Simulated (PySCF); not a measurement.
How methods differ on the interval between two levels of O²⁺

O²⁺ [He] 2s2 2p2 [3P2, M_J = 2] → O²⁺ [He] 2s1 2p3 [5S2, M_J = 2], as a difference of total energies. Computed with PySCF 2.14 in x2c-SVPall-2c with one added diffuse shell of s type (4s2p1d, 15 functions), with the two-component X2C-1e Hamiltonian. Correlated levels: 1s2 frozen. "Screened" scales the spin-orbit matrix elements by Boettger's factors to mimic the two-electron term; Breit and QED terms are absent.

```csv
method,interval between two levels (cm⁻¹)
GHF (spin-free),39337
GMP2 (spin-free),48423
GHF (screened spin-orbit),39218
GMP2 (screened spin-orbit),48306
```

The labels give the starting determinants; with spin-orbit coupling the two ends relaxed to ⟨J²⟩ = 6.00, ⟨L²⟩ = 2.00, ⟨S²⟩ = 2.00 and ⟨J²⟩ = 6.00, ⟨L²⟩ = 0.00, ⟨S²⟩ = 6.00.
